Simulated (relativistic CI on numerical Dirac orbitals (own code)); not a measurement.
# Crystal-field levels of Pr²⁺, 4f3

Calculated by Dirac-Coulomb-Breit CI, separate exchange-only KLI orbitals for each configuration, QED by a radiative potential, one configuration in a parametric crystal field, unscaled Slater integrals (own radial code). With so little scaling, terms lie 10 to 35 % too far apart, which can change the order of excited levels.

Field parameters in Wybourne normalisation. The field is a parameter set, without covalency.

S and J are read from ⟨S²⟩ = S(S + 1) and ⟨J²⟩ = J(J + 1) of each level; they are not fictitious spins.

D3d, B20 = 1330, B40 = 560, B43 = -1040, B60 = -180, B63 = 310, B66 = -340 cm⁻¹, the lowest 10 levels:

```csv
E (cm⁻¹),Degeneracy,Irrep,S,J
0.0,2,Γ5+Γ6,1.49,4.50
35.9,2,Γ4,1.49,4.50
242,2,Γ4,1.49,4.52
252,2,Γ5+Γ6,1.49,4.52
331,2,Γ4,1.49,4.51
1346,2,Γ4,1.50,5.50
1460,2,Γ5+Γ6,1.49,5.49
1509,2,Γ4,1.49,5.48
1572,2,Γ4,1.50,5.51
1597,2,Γ5+Γ6,1.49,5.51
```

Principal g values of the ground doublet: 0.00, 0.00, 6.27.

D3h, B20 = 110, B40 = -280, B60 = -370, B66 = 350 cm⁻¹, the lowest 16 levels:

```tsv
E (cm⁻¹)	Degeneracy	S	J
0.0	2	1.49	4.50
77.9	2	1.49	4.51
87.5	2	1.49	4.50
154	2	1.49	4.51
168	2	1.49	4.50
1407	2	1.50	5.50
1431	2	1.49	5.49
1435	2	1.50	5.50
1457	2	1.50	5.50
1457	2	1.50	5.50
1458	2	1.50	5.50
2860	2	1.50	6.50
2879	2	1.50	6.50
2898	2	1.50	6.50
2906	2	1.50	6.50
2929	2	1.50	6.50
```

Principal g values of the ground doublet: 2.23, 2.23, 3.51.

C2v, B20 = 390, B22 = -60, B40 = 360, B42 = 80, B44 = 360, B60 = 350, B62 = 60, B64 = -340, B66 = -90 cm⁻¹, the lowest 10 levels:

```
E (cm⁻¹)  Degeneracy     S     J
     0.0           2  1.49  4.51
    17.0           2  1.49  4.50
     144           2  1.49  4.51
     158           2  1.49  4.50
     170           2  1.49  4.50
    1369           2  1.50  5.50
    1416           2  1.50  5.50
    1446           2  1.50  5.50
    1453           2  1.50  5.50
    1481           2  1.49  5.50
```

Principal g values of the ground doublet: 0.07, 0.91, 5.17.

The next free-ion level lies 1339 cm⁻¹ above the lowest; the field splits the ground level into components whose J stays near 9/2 as long as their spread is small against that gap.

Levels of this model without a field, named by their leading LS term: ⁴I°9/2 0, ⁴I°11/2 1339, ⁴I°13/2 2805, ⁴I°15/2 4369, ²H°9/2 12271, ⁴F°3/2 12573, ⁴F°5/2 13264, ⁴S°3/2 13931 cm⁻¹.
